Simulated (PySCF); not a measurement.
Be₂⁺: from constants to spectrum

ROHF-CCSD(T) constants of Be₂⁺, doublet, unpaired electrons σ ↑ (Be aug-cc-pVDZ; no relativity (PySCF 2.14); masses 9.0122 and 9.0122 u):

* ωe: 520.0 cm⁻¹
* ωexe: 4.52 cm⁻¹
* Be: 0.73504 cm⁻¹
* αe: 0.00975 cm⁻¹
* D (centrifugal): 5.87e-06 cm⁻¹
* De to Be⁺ + Be: 1.94 eV

Problem. Give the vibrational terms G(v) and spacings up to v = 6.

Solution. G(v) = ωe(v+½) − ωexe(v+½)².

| v | G(v) (cm⁻¹) | G(v) − G(v−1) | Bv (cm⁻¹) |
| --- | --- | --- | --- |
| 0 | 258.9 |  | 0.7302 |
| 1 | 769.8 | 511.0 | 0.7204 |
| 2 | 1271.8 | 501.9 | 0.7107 |
| 3 | 1764.6 | 492.9 | 0.7009 |
| 4 | 2248.5 | 483.8 | 0.6912 |
| 5 | 2723.3 | 474.8 | 0.6814 |
| 6 | 3189.0 | 465.8 | 0.6717 |

Problem. How well does the Morse estimate ωe²/(4ωexe) reproduce De, and what is D0?

Solution. It gives 1.85 eV, 96 % of the computed De. D0 = De − G(0) = 1.94 − 0.03 = 1.91 eV.

Correlated steps freeze no core orbitals. Correlated levels converge slowly with the basis: in double zeta they bind strong bonds too weakly, by up to about 1 eV, and carry superposition errors of some tenths. The state is the lowest determinant that a PBE0 search found; another state may lie lower at other levels.
